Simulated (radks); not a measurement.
Effect of the nuclear size on neutral magnesium, [Ne] 3s2. All-electron calculation, Dirac Kohn-Sham, exchange-only LDA, spin-unpolarised, spherical densities, finite nucleus; Fermi nuclear charge, rms radius 3.057 fm. Program: a radial shooting solver on a logarithmic mesh with Libxc functionals. The rms radius is varied about that value; shifts are against it.

| rms radius (fm) | total energy shift (eV) | density at nucleus (e/bohr^3) | 1s1/2 shift (meV) |
|---|---|---|---|
| 2.7116 | -0.000558 | 1150 | -0.231 |
| 2.791 | -0.000436 | 1149 | -0.181 |
| 3.057 | 0 | 1148 | 0.000 |
| 3.3016 | 0.000435 | 1147 | 0.180 |
| 3.378 | 0.000578 | 1147 | 0.239 |

Slopes of the eigenvalues against <r^2> in GHz/fm^2, as finite differences over the two radii next to the reference (eigenvalue slopes, not the field-shift constants of lines): 1s1/2 28.1.
